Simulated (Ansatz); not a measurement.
## Molecular dynamics of F2GeH4O

input.yaml

```yaml
crystal:
  periodic: [false, false, false]
  atoms:
    - { symbol: Ge, position_ang: [-0.280102, -0.049036, -0.205808] }
    - { symbol: H, position_ang: [0.025487, -1.099194, 1.312258] }
    - { symbol: F, position_ang: [1.149894, 0.860134, 0.264672] }
    - { symbol: F, position_ang: [-1.061286, 1.264239, -1.102324] }
    - { symbol: H, position_ang: [-0.103388, -1.17234, -1.25033] }
    - { symbol: O, position_ang: [-1.881948, -0.203067, 0.967374] }
    - { symbol: H, position_ang: [-2.296991, 0.633998, 1.276301] }
    - { symbol: H, position_ang: [-0.958167, -0.741433, 1.538555] }
basis:
  gaussian: { orbitals: def2-SVP }
hamiltonian:
  xc: blyp
md:
  timestep: 0.5
  n_steps: 200
  ensemble: nve
  temperature: 300.0
  initial_velocities: maxwell_boltzmann
  seed: 4119
```

Command:

```bash
$ ansatz run input.yaml --threads 2 --pin off --max-ram 3072MiB --backend cpu --events-out ev --progress --plain --runs-dir out
```

It starts at the highest image of a converged band. Of that band: Neighbouring images differ by up to 1.7 eV, so the band resolves the path poorly. A vibrational analysis at the climbing image gives one clearly imaginary mode, 1337i cm⁻¹: a first-order saddle point.

Output, in part (one step line in 4, the closing report, with atoms numbered from 0):

```
md step     0: t =     0.00 fs  T =   300.0 K  F+E_penalty+E_count = -64051.67756348 eV  E_kin = 0.232668 eV  conserved = -64051.44489549 eV  (27 SCF iters)
md step     4: t =     2.00 fs  T =   246.9 K  F+E_penalty+E_count = -64051.63585335 eV  E_kin = 0.191494 eV  conserved = -64051.44435939 eV  (33 SCF iters)
md step     8: t =     4.00 fs  T =   202.5 K  F+E_penalty+E_count = -64051.60129261 eV  E_kin = 0.157067 eV  conserved = -64051.44422571 eV  (33 SCF iters)
md step    12: t =     6.00 fs  T =   230.0 K  F+E_penalty+E_count = -64051.62238224 eV  E_kin = 0.178383 eV  conserved = -64051.44399959 eV  (32 SCF iters)
md step    16: t =     8.00 fs  T =   375.9 K  F+E_penalty+E_count = -64051.73671081 eV  E_kin = 0.291514 eV  conserved = -64051.44519666 eV  (28 SCF iters)
md step    20: t =    10.00 fs  T =   367.2 K  F+E_penalty+E_count = -64051.72913434 eV  E_kin = 0.284774 eV  conserved = -64051.44436023 eV  (30 SCF iters)
md step    24: t =    12.00 fs  T =   640.7 K  F+E_penalty+E_count = -64051.94350543 eV  E_kin = 0.496931 eV  conserved = -64051.44657467 eV  (30 SCF iters)
md step    28: t =    14.00 fs  T =   858.1 K  F+E_penalty+E_count = -64052.11043273 eV  E_kin = 0.665483 eV  conserved = -64051.44494940 eV  (31 SCF iters)
md step    32: t =    16.00 fs  T =  1047.5 K  F+E_penalty+E_count = -64052.25591516 eV  E_kin = 0.812411 eV  conserved = -64051.44350369 eV  (29 SCF iters)
md step    36: t =    18.00 fs  T =  1445.5 K  F+E_penalty+E_count = -64052.57062549 eV  E_kin = 1.121073 eV  conserved = -64051.44955241 eV  (30 SCF iters)
md step    40: t =    20.00 fs  T =  1487.0 K  F+E_penalty+E_count = -64052.59764916 eV  E_kin = 1.153256 eV  conserved = -64051.44439279 eV  (31 SCF iters)
md step    44: t =    22.00 fs  T =  1719.6 K  F+E_penalty+E_count = -64052.77952915 eV  E_kin = 1.333655 eV  conserved = -64051.44587406 eV  (31 SCF iters)
md step    48: t =    24.00 fs  T =  1721.2 K  F+E_penalty+E_count = -64052.77847495 eV  E_kin = 1.334893 eV  conserved = -64051.44358162 eV  (31 SCF iters)
md step    52: t =    26.00 fs  T =  1964.3 K  F+E_penalty+E_count = -64052.97312069 eV  E_kin = 1.523398 eV  conserved = -64051.44972231 eV  (28 SCF iters)
md step    56: t =    28.00 fs  T =  1876.3 K  F+E_penalty+E_count = -64052.90064996 eV  E_kin = 1.455211 eV  conserved = -64051.44543910 eV  (28 SCF iters)
md step    60: t =    30.00 fs  T =  1883.5 K  F+E_penalty+E_count = -64052.90619099 eV  E_kin = 1.460769 eV  conserved = -64051.44542182 eV  (28 SCF iters)
md step    64: t =    32.00 fs  T =  1746.9 K  F+E_penalty+E_count = -64052.79857935 eV  E_kin = 1.354801 eV  conserved = -64051.44377819 eV  (28 SCF iters)
md step    68: t =    34.00 fs  T =  1823.4 K  F+E_penalty+E_count = -64052.86346130 eV  E_kin = 1.414180 eV  conserved = -64051.44928179 eV  (25 SCF iters)
md step    72: t =    36.00 fs  T =  1702.6 K  F+E_penalty+E_count = -64052.76660440 eV  E_kin = 1.320490 eV  conserved = -64051.44611401 eV  (25 SCF iters)
md step    76: t =    38.00 fs  T =  1738.6 K  F+E_penalty+E_count = -64052.79314534 eV  E_kin = 1.348422 eV  conserved = -64051.44472380 eV  (28 SCF iters)
md step    80: t =    40.00 fs  T =  1800.9 K  F+E_penalty+E_count = -64052.84043095 eV  E_kin = 1.396689 eV  conserved = -64051.44374211 eV  (29 SCF iters)
md step    84: t =    42.00 fs  T =  2081.6 K  F+E_penalty+E_count = -64053.06358442 eV  E_kin = 1.614430 eV  conserved = -64051.44915444 eV  (25 SCF iters)
md step    88: t =    44.00 fs  T =  2160.2 K  F+E_penalty+E_count = -64053.12270732 eV  E_kin = 1.675359 eV  conserved = -64051.44734848 eV  (26 SCF iters)
md step    92: t =    46.00 fs  T =  2211.2 K  F+E_penalty+E_count = -64053.15980182 eV  E_kin = 1.714926 eV  conserved = -64051.44487552 eV  (26 SCF iters)
md step    96: t =    48.00 fs  T =  2197.8 K  F+E_penalty+E_count = -64053.14874738 eV  E_kin = 1.704544 eV  conserved = -64051.44420348 eV  (26 SCF iters)
md step   100: t =    50.00 fs  T =  2254.9 K  F+E_penalty+E_count = -64053.19730373 eV  E_kin = 1.748834 eV  conserved = -64051.44846987 eV  (26 SCF iters)
md step   104: t =    52.00 fs  T =  2168.3 K  F+E_penalty+E_count = -64053.12992458 eV  E_kin = 1.681676 eV  conserved = -64051.44824822 eV  (26 SCF iters)
md step   108: t =    54.00 fs  T =  1974.8 K  F+E_penalty+E_count = -64052.97585095 eV  E_kin = 1.531596 eV  conserved = -64051.44425513 eV  (25 SCF iters)
md step   112: t =    56.00 fs  T =  1853.5 K  F+E_penalty+E_count = -64052.88204183 eV  E_kin = 1.437525 eV  conserved = -64051.44451668 eV  (27 SCF iters)
md step   116: t =    58.00 fs  T =  1756.6 K  F+E_penalty+E_count = -64052.80945114 eV  E_kin = 1.362318 eV  conserved = -64051.44713317 eV  (27 SCF iters)
md step   120: t =    60.00 fs  T =  1713.7 K  F+E_penalty+E_count = -64052.77801846 eV  E_kin = 1.329112 eV  conserved = -64051.44890632 eV  (29 SCF iters)
md step   124: t =    62.00 fs  T =  1535.8 K  F+E_penalty+E_count = -64052.63458158 eV  E_kin = 1.191072 eV  conserved = -64051.44350985 eV  (30 SCF iters)
md step   128: t =    64.00 fs  T =  1607.6 K  F+E_penalty+E_count = -64052.69172090 eV  E_kin = 1.246801 eV  conserved = -64051.44492019 eV  (30 SCF iters)
md step   132: t =    66.00 fs  T =  1648.3 K  F+E_penalty+E_count = -64052.72436180 eV  E_kin = 1.278319 eV  conserved = -64051.44604255 eV  (27 SCF iters)
md step   136: t =    68.00 fs  T =  1838.9 K  F+E_penalty+E_count = -64052.87557626 eV  E_kin = 1.426203 eV  conserved = -64051.44937330 eV  (26 SCF iters)
md step   140: t =    70.00 fs  T =  1806.9 K  F+E_penalty+E_count = -64052.84505674 eV  E_kin = 1.401351 eV  conserved = -64051.44370587 eV  (26 SCF iters)
md step   144: t =    72.00 fs  T =  1979.9 K  F+E_penalty+E_count = -64052.98095484 eV  E_kin = 1.535538 eV  conserved = -64051.44541638 eV  (27 SCF iters)
md step   148: t =    74.00 fs  T =  1982.6 K  F+E_penalty+E_count = -64052.98299404 eV  E_kin = 1.537651 eV  conserved = -64051.44534349 eV  (27 SCF iters)
md step   152: t =    76.00 fs  T =  2088.4 K  F+E_penalty+E_count = -64053.06947457 eV  E_kin = 1.619702 eV  conserved = -64051.44977226 eV  (26 SCF iters)
md step   156: t =    78.00 fs  T =  1850.4 K  F+E_penalty+E_count = -64052.87888777 eV  E_kin = 1.435107 eV  conserved = -64051.44378084 eV  (29 SCF iters)
md step   160: t =    80.00 fs  T =  1813.0 K  F+E_penalty+E_count = -64052.85195752 eV  E_kin = 1.406082 eV  conserved = -64051.44587534 eV  (25 SCF iters)
md step   164: t =    82.00 fs  T =  1546.3 K  F+E_penalty+E_count = -64052.64318722 eV  E_kin = 1.199227 eV  conserved = -64051.44395989 eV  (26 SCF iters)
md step   168: t =    84.00 fs  T =  1531.3 K  F+E_penalty+E_count = -64052.63707901 eV  E_kin = 1.187613 eV  conserved = -64051.44946563 eV  (27 SCF iters)
md step   172: t =    86.00 fs  T =  1251.4 K  F+E_penalty+E_count = -64052.41343072 eV  E_kin = 0.970548 eV  conserved = -64051.44288244 eV  (29 SCF iters)
md step   176: t =    88.00 fs  T =  1435.5 K  F+E_penalty+E_count = -64052.55946829 eV  E_kin = 1.113334 eV  conserved = -64051.44613472 eV  (26 SCF iters)
md step   180: t =    90.00 fs  T =  1439.7 K  F+E_penalty+E_count = -64052.55917611 eV  E_kin = 1.116592 eV  conserved = -64051.44258430 eV  (26 SCF iters)
md step   184: t =    92.00 fs  T =  1802.9 K  F+E_penalty+E_count = -64052.84814754 eV  E_kin = 1.398256 eV  conserved = -64051.44989130 eV  (28 SCF iters)
md step   188: t =    94.00 fs  T =  1712.4 K  F+E_penalty+E_count = -64052.77132047 eV  E_kin = 1.328107 eV  conserved = -64051.44321391 eV  (30 SCF iters)
md step   192: t =    96.00 fs  T =  1956.9 K  F+E_penalty+E_count = -64052.96504989 eV  E_kin = 1.517661 eV  conserved = -64051.44738925 eV  (28 SCF iters)
md step   196: t =    98.00 fs  T =  1747.9 K  F+E_penalty+E_count = -64052.79735260 eV  E_kin = 1.355599 eV  conserved = -64051.44175364 eV  (27 SCF iters)
md step   200: t =   100.00 fs  T =  1867.9 K  F+E_penalty+E_count = -64052.89825904 eV  E_kin = 1.448691 eV  conserved = -64051.44956818 eV  (28 SCF iters)
Total energy: -64052.89867009 eV, -2353.9006095116 hartree
Atom 0 at    -0.485159     0.120260    -0.333653 Å, force    -0.554073    -0.778845     1.271301 eV/Å
Atom 1 at     4.548923    -5.012229     5.810363 Å, force    -0.017531    -0.018744     0.005368 eV/Å
Atom 2 at     0.881594     0.615834     0.606931 Å, force     0.744472     0.293873    -0.385086 eV/Å
Atom 3 at    -0.796302     1.278895    -1.593513 Å, force    -0.254386     0.698927     0.177413 eV/Å
Atom 4 at    -0.368475    -1.116135    -1.268471 Å, force     0.147988    -0.183908     0.409715 eV/Å
Atom 5 at    -1.543466    -0.059622     1.183802 Å, force     0.391611     0.111021    -1.756053 eV/Å
Atom 6 at    -2.095411    -0.828721     0.943261 Å, force    -0.475557    -0.141011     0.282751 eV/Å
Atom 7 at     4.047067    -5.568806     5.975176 Å, force     0.017477     0.018687    -0.005409 eV/Å
Dipole moment:    -0.277081    -0.552432    -0.205004 e Å
```

All steps were run. The conserved energy stayed within 0.63 meV per atom of its start (net change -0.58 meV per atom), so the integration is sound. The kinetic energy rose, since the run started high on the potential surface and went downhill. It ends in pieces (F2GeH2O + H2), so much of that is their flight and rotation, not heat. A run of 0.1 ps of so small a system gives no equilibrium averages. The orbitals stay closed-shell, which can raise the energy where a bond breaks towards radicals; this wasn't checked here.

Between its relaxed ends the band would form Ge1–O6, H2–H8 and break Ge1–H2, O6–H8. These pairs go: Ge1–O6 1.99 → 1.86 Å, H2–H8 1.07 → 0.77 Å, Ge1–H2 1.87 → 9.46 Å, O6–H8 1.21 → 9.20 Å. In the last frame they stand as after the step (other bonds may differ from the relaxed reactants and products). It ends as F2GeH2O + H2. Pairs count as bonded within 1.25 times the sum of covalent radii (0.12 Å more for H–H).

Last frame:

```xyz
8
Properties=species:S:1:pos:R:3
Ge -0.485 0.120 -0.334
H 4.549 -5.012 5.810
F 0.882 0.616 0.607
F -0.796 1.279 -1.593
H -0.368 -1.116 -1.268
O -1.544 -0.060 1.184
H -2.095 -0.829 0.943
H 4.047 -5.569 5.975
```

Time of the run: 4.2 min on 2 threads of Arm Neoverse V1, with other jobs on the host, peak memory 0.11 GiB.
